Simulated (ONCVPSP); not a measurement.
## Bi: variants of one ONCV potential

Base potential:

- Element: Bi (Z = 83)
- Generator: ONCVPSP 4.0.1
- Type: optimised norm-conserving Vanderbilt (ONCV)
- Functional: PBE
- Relativity: fully relativistic
- Frozen core: [Kr] 4d10 4f14
- Valence charge: 23
- Reference configuration: 5s2 5p6 5d10 6s1.75 6p3.25
- Partial waves: 5s+6s: rc 1.40 bohr, ncon 4, nbas 7, qcut 6.5 1/bohr, 2 projectors; 5p+6p: rc 1.50 bohr, ncon 4, nbas 8, qcut 9.2 1/bohr, 2 projectors; 5d: rc 1.20 bohr, ncon 4, nbas 8, qcut 7.3 1/bohr, 2 projectors, debl 3.9 Ha
- Local potential: polynomial inside 0.90 bohr (lpopt 5, dvloc0 0 Ha)
- Core correction: polynomial model core, fcfact 0.15

Open shells are filled in proportion to 2j + 1.

Cutoffs, loose and tight: the cutoffs (Ha) at which the residual kinetic energy of the hardest occupied pseudo-wave falls to 1 and 0.1 mHa per electron. They do not see the model core or the augmentation charge, which bear on the density cutoff. Test errors are all-electron minus pseudo excitation energies from the reference, over the configurations 5s2 5p6 5d10 6s2 6p3; 5s2 5p6 5d10 6s2 6p2; 5s2 5p6 5d10 6s2 6p1; 5s2 5p6 5d10 6s1 6p0. A dash means not determined; rows that change the core or the reference have their own tests.

A true bound ghost makes a file unfit for plane-wave use even where its test errors are small: the radial tests pick states by their node count and pass the ghost by.

| change | outcome | cutoff, loose | cutoff, tight | bound ghosts | GHOST(+) flags above zero | largest test error (meV) |
| --- | --- | --- | --- | --- | --- | --- |
| base | generated | 36 Ha | 78 Ha | none | s, p3/2 | -8.0 |
| all radii but the core radius scaled by about 0.77 (s 1.08, p 1.16, d 0.92 bohr); local potential polynomial inside 0.70 bohr (lpopt 5, dvloc0 0 Ha) | generated | 177 Ha | 281 Ha | s | p3/2, d5/2, p1/2 | -2.2 |
| all radii but the core radius scaled by about 0.90 (s 1.26, p 1.34, d 1.08 bohr); local potential polynomial inside 0.80 bohr (lpopt 5, dvloc0 0 Ha) | generated | 71 Ha | 108 Ha | s | p3/2, p1/2 | -6.4 |
| all radii but the core radius scaled by about 0.96 (s 1.34, p 1.44, d 1.16 bohr); local potential polynomial inside 0.86 bohr (lpopt 5, dvloc0 0 Ha) | generated | 54 Ha | 85 Ha | s | p3/2, p1/2 | -5.3 |
| all radii but the core radius scaled by about 1.03 (s 1.44, p 1.56, d 1.24 bohr); local potential polynomial inside 0.94 bohr (lpopt 5, dvloc0 0 Ha) | generated | 28 Ha | 74 Ha | none | s, p3/2 | -10.0 |
| all radii but the core radius scaled by about 1.08 (s 1.50, p 1.62, d 1.30 bohr); local potential polynomial inside 0.98 bohr (lpopt 5, dvloc0 0 Ha) | generated | 26 Ha | 67 Ha | none | s | -11 |
| all radii but the core radius scaled by about 1.13 (s 1.58, p 1.70, d 1.36 bohr); local potential polynomial inside 1.02 bohr (lpopt 5, dvloc0 0 Ha) | generated | 26 Ha | 58 Ha | none | s | -12 |
| all radii but the core radius scaled by about 1.27 (s 1.78, p 1.90, d 1.52 bohr); local potential polynomial inside 1.14 bohr (lpopt 5, dvloc0 0 Ha) | generated | 25 Ha | 57 Ha | none | s | -14 |
| all radii but the core radius scaled by about 1.30 (s 1.82, p 1.96, d 1.56 bohr); local potential polynomial inside 1.18 bohr (lpopt 5, dvloc0 0 Ha) | generated | 25 Ha | 54 Ha | none | s | -15 |

(1) What comes out with this change to the base: all radii but the core radius scaled by about 1.20 (s 1.68, p 1.80, d 1.44 bohr); local potential polynomial inside 1.08 bohr (lpopt 5, dvloc0 0 Ha)?

(2) What comes out with this change to the base: all radii but the core radius scaled by about 0.84 (s 1.18, p 1.26, d 1.00 bohr); local potential polynomial inside 0.76 bohr (lpopt 5, dvloc0 0 Ha)?

## Answers

(1) outcome: generated; cutoff, loose: 26 Ha; cutoff, tight: 61 Ha; bound ghosts: none; GHOST(+) flags above zero: none; largest test error (meV): -13.

(2) outcome: generated; cutoff, loose: 85 Ha; cutoff, tight: 104 Ha; bound ghosts: s; GHOST(+) flags above zero: p3/2, p1/2; largest test error (meV): -1.3.

Reading the sweep of the scale of all radii but the core radius (base = 1) (base included, trends over the rows without a ghost): The loose cutoff falls from 36 Ha at 1 to 25 Ha at 1.3. A larger radius leaves more room for a smooth pseudo-wave, so fewer plane waves are needed; a smaller one forces it to follow the all-electron wave where it bends sharply. The median size of the test errors (rows with all tests solved) stays near 0.2 meV. Bound ghosts are found at 0.77, 0.84, 0.9, 0.96.
